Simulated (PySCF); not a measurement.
**Unknown compound**

An unknown has the formula C6H14NP. Its calculated NMR data are:

1H NMR (400 MHz, computed): δ 6.72 (m, 1H), 6.57 (m, 1H), 6.53 (m, 1H), 1.55 (m, 1H), 1.46 (m, 3H), 1.09 (m, 3H), 1.03 (m, 3H), 0.29 (br s, 1H).

13C{1H} NMR (computed): δ 143.1 (CH), 142.8 (CH2), 39.5 (CH), 19.6 (CH3), 17.4 (CH3), 17.0 (CH3).

All values are calculated (PySCF 2.14.0 with density-fitted response routines): GFN2-xTB geometry, shieldings: GIAO PBE0/pcSseg-1. Gas phase, one computed conformer, relativity neglected, rapidly exchanging positions averaged.

Shifts are taken against calculated references (same method and geometry level): TMS for 1H, 13C.

What is the structure?

## Answers


6 carbon signals for 6 carbons: no two carbons are equivalent. Carbon types of the structure: 2 × CH, 1 × CH2, 3 × CH3, leaving 1 H on heteroatoms. δC 143.1: alkene CH; as expected for a trigonal carbon in a double bond. δC 142.8: terminal =CH2 carbon; the olefinic region. δC 19.6, 17.0: methyl carbon; saturated and bonded to C and H only. δC 17.4: methyl carbon bonded to P. δH 6.72: hydrogen on an alkene CH; a vinylic proton, deshielded by the sp2 carbon and the C=C anisotropy. δH 6.57, 6.53: hydrogen on a terminal =CH2 carbon; a vinylic proton, deshielded by the sp2 carbon and the C=C anisotropy. δH 0.29: hydrogen on a nitrogen bonded to P; labile proton, position sensitive to the medium.

Structure: SMILES C([P@](C=C)(C)=N)(C)C.

The shifts were computed for this structure.

OH and NH positions are those of a molecule without intermolecular hydrogen bonds; in solution they move with solvent, concentration and temperature, and exchange usually removes their couplings. Splittings by 31P in the carbon and heteronuclear signals aren't shown, as no couplings were computed. Shifts are as computed. Against solution values, carbons near 30 ppm lie about +3 ppm off and those near 130 ppm about +5 ppm. Of 1211 compounds with measured shifts, 218 miss one by over three times the rms of a fit or turn the order of signals round; such compounds aren't used in these exercises. Multiplicities follow the n + 1 count of equivalent neighbours, as no J values were calculated; m marks all less simple cases, F and P coupling included.
